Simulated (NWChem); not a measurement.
InHI2; SMILES [I][InH][I]

```xyz
4

In     0.0000     0.0000    -0.9523
H      0.0000     0.0000    -2.6814
I     -2.2675     0.0000     0.4995
I      2.2675     0.0000     0.4995
```
Atoms are numbered in this order, from 1.

Level: PBE-D3(BJ)/def2-SVP with def2 effective core potentials on In, I (NWChem), optimised geometry, unscaled harmonic frequencies. def2 effective core potentials on In, I; no spin-orbit coupling.

```tsv
frequency (cm⁻¹)	IR intensity (km/mol)
51	0.9
180	6.4
213	45.0
326	16.8
445	129.8
1757	130.4
```

The zero-point energy is 4.2 kcal/mol, the thermal correction to the enthalpy at 298.15 K (with zero-point energy) is 8.3 kcal/mol and the heat capacity Cv is 14.6 cal/(mol K). The entropy at 298.15 K and 1 atm (symmetry number 2) comes out as 84.5 cal/(mol K).

Rigid rotor and harmonic oscillator; modes under 100 cm⁻¹ make the entropy uncertain.
